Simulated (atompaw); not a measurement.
## Before and after: PAW (atompaw) potential for Ce

Ce (Z = 58), PAW, made with atompaw 4.2.0.5 (PBE, scalar-relativistic). Core [Kr] 4d10 4f1, reference 5s2 5p6 5d1.5 6s1.5 6p0. Waves: 5s (bound): rc 1.85 bohr; 6s (bound): rc 3.00 bohr; 5p (bound): rc 1.90 bohr; 6p (bound, empty): rc 3.00 bohr; 5d (bound): rc 2.85 bohr; 5d channel at 3.1 Ry: rc 3.00 bohr. Local part: ultrasoft scheme with l = 3 at 1 Ry, radius 2.80 bohr. Core correction: smooth core density matched at 1.95 bohr. Augmentation charge: gaussian compensation charge, radius 2.25 bohr; PAW radius 3.00 bohr; waves and projectors: custom rrkj vanderbiltortho.

Change: all radii scaled by about 1.19 (s 2.20, p 2.26, d 3.40 bohr); local potential ultrasoft scheme with l = 3 at 1 Ry, radius 3.34 bohr; augmentation gaussian compensation charge, radius 2.68 bohr; PAW radius 3.58 bohr; waves and projectors: custom rrkj vanderbiltortho; core correction smooth core density matched at 2.32 bohr.

Cutoffs: the cutoffs (Ry, on a coarse ladder) from which the occupation-weighted sum of valence levels, in a spherical-Bessel basis at the reference potential, stays within 10 and 1 mRy of its value at 400 Ry; they do not see the model core or the augmentation charge, which bear on the density cutoff.

Problem. What does the change do?

Solution. The potential gets softer (21 Ry and 35 Ry → 15 Ry and 25 Ry); neither file shows a bound ghost. A larger radius leaves more room for a smooth pseudo-wave, so fewer plane waves are needed.

```csv
quantity,base,changed
"cutoff, loose",21 Ry,15 Ry
"cutoff, tight",35 Ry,25 Ry
loose cutoff by channel (10 mRy a level),"s 10 Ry, p 15 Ry, d 10 Ry","s 10 Ry, p 12 Ry, d 8 Ry"
bound ghosts,none,none
lowest overlap eigenvalue by channel,"s 0.07, p 0.04, d 0.84","s 0.37, p 0.48, d 0.82"
```

 The cutoffs see the waves, projectors and local potential, not the compensation charge or the core.
